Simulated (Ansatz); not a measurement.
Start from `CB[SiH](C)F` and change one atom or group to get `C[SiH](F)[SeH]`.

Ansatz, PBE0-D4/def2-TZVP geometries, multiplicity 1. Each molecule was computed in one conformer, which needn't be the lowest.

Scalar relativity is left out up to krypton. Spin–orbit coupling is left out; it splits and shifts lone-pair levels of the heavy atoms by tenths of an eV.

| property | `CB[SiH](C)F` |
| --- | --- |
| HOMO energy (PBE0/def2-TZVPP) / eV | -7.68 |
| HOMO energy (ωB97M-V/def2-TZVPP) / eV | -9.85 |
| HOMO–LUMO gap (PBE/def2-TZVPP) / eV | 3.53 |
| HOMO–LUMO gap (PBE0/def2-TZVPP) / eV | 5.76 |
| HOMO energy (PBE/def2-TZVPP) / eV | -6.41 |
| HOMO energy (B3LYP/def2-TZVPP) / eV | -7.51 |

Question: What does the change do to each property? (Estimate.)

Answer: Computed: 
| property | `C[SiH](F)[SeH]` | shift |
| --- | --- | --- |
| HOMO energy (PBE0/def2-TZVPP) / eV | -7.31 | 0.37 |
| HOMO energy (ωB97M-V/def2-TZVPP) / eV | -9.48 | 0.37 |
| HOMO–LUMO gap (PBE/def2-TZVPP) / eV | 5.28 | 1.75 |
| HOMO–LUMO gap (PBE0/def2-TZVPP) / eV | 7.33 | 1.57 |
| HOMO energy (PBE/def2-TZVPP) / eV | -6.14 | 0.27 |
| HOMO energy (B3LYP/def2-TZVPP) / eV | -7.06 | 0.45 |

With PBE0 the HOMO rises by 0.37 eV and the LUMO rises by 1.95 eV, so the gap widens by about 1.58 eV. PBE moves the HOMO by 0.27 eV and ωB97M-V by 0.37 eV.

B3LYP here is the variant with VWN-RPA as its local correlation; programs differ in this.
